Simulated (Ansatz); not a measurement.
`[GeH3][I]` + `O=CO` → `O=C[O][GeH3]` + HI at 298.15 K and 1 bar (ligand exchange at a Ge–I bond).

Isolated molecules relaxed with PBE0-D4/def2-TZVP in Ansatz; ΔE leaves out vibrations. CBS: MP2 limit from def2 TZ/QZ plus the TZ coupled-cluster correction, frozen cores. This one scheme is used for every species. def2 core potentials past Kr. For Ge, I outer-core shells are correlated without core-valence functions, which leaves a few kJ/mol of doubt a bond. Scalar relativity is left out up to krypton. One conformer a species, not always the lowest.

```tsv
species	CCSD(T)/CBS energy (Eh)	H − E (kJ/mol)	S (J/(mol·K))
`[GeH3][I]`	-2375.37957	75.1	283.9
`O=CO`	-189.60296	100.2	248.1
`O=C[O][GeH3]`	-2266.92775	141.6	312.8
HI	-298.03592	22.7	206.5
```

H − E and S are ideal-gas, rigid-rotor, harmonic terms from PBE0-D4/def2-TZVP, for one conformer and one mirror image of each species. 1 Eh = 2625.50 kJ/mol, R = 8.31446 J/(mol·K).

Q: By hand: ΔE, ΔH, ΔS and ΔG.

A: ΔE = (-2266.92775) + (-298.03592) − (-2375.37957) − (-189.60296) = 0.01886 Eh = 49.5 kJ/mol. Δ(H − E) = 141.6 + 22.7 − 75.1 − 100.2 = -11.0, so ΔH = 38.5 kJ/mol. ΔS = 312.8 + 206.5 − 283.9 − 248.1 = -12.7 J/(mol·K). ΔG = 38.5 − 298.15 × (-12.7)/1000 = 42.3 kJ/mol.

Q: By hand: the equilibrium constant, and the temperature at which ΔG would vanish if ΔH and ΔS stayed fixed.

A: log₁₀ K = −ΔG/(RT ln 10) = -7.4. ΔH and −TΔS have one sign here, so there is no such temperature.

The number of gas molecules stays the same, so ΔS is small and ΔH decides. A doubt of 5 kJ/mol in ΔE shifts log₁₀ K by 0.9 here. Other conformers and mirror images would add mixing entropy, several J/(mol·K) or more a flexible species. These are equilibria of isolated gas molecules and say nothing of rates. Largest T1 diagnostic: 0.016 (customary marks: 0.02 for closed shells, 0.045 for open ones).

ΔS is within the doubt of such terms, so its sign, and with it that verdict, could turn.
